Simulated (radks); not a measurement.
Initial-state core-level shifts of the samarium ion Sm3+ when its valence configuration changes from [Xe] 4f5. Calculated with a radial shooting solver on a logarithmic mesh with Libxc functionals: Dirac Kohn-Sham, PBE, spin-unpolarised, spherical densities, finite nucleus; open shells fill j = l - 1/2 first; Fermi nuclear charge, rms radius 5.0819 fm. Shifts are changes of the shell-averaged eigenvalues in eV (positive: less bound); the change of the density at the nucleus, which sets a Mossbauer isomer shift, is in e/bohr^3, on a base of 5.332e+05.

| valence | 1s | 2s | 4d | 5s | density at nucleus |
|---|---|---|---|---|---|
| 4f4 6s1 | -10.954 | -11.824 | -11.416 | -6.839 | +89.46 |
| 4f4 5d1 | -7.681 | -8.393 | -8.127 | -3.826 | +30.71 |
| 4f4 6p1 | -11.855 | -12.731 | -12.323 | -7.712 | +40.09 |
| 4f4.5 6s0.5 | -5.301 | -5.715 | -5.553 | -3.377 | +42.45 |
| 4f3 6s2 | -23.186 | -25.092 | -23.909 | -13.930 | +197.32 |
| 4f3 5d2 | -16.154 | -17.702 | -16.903 | -7.685 | +65.80 |
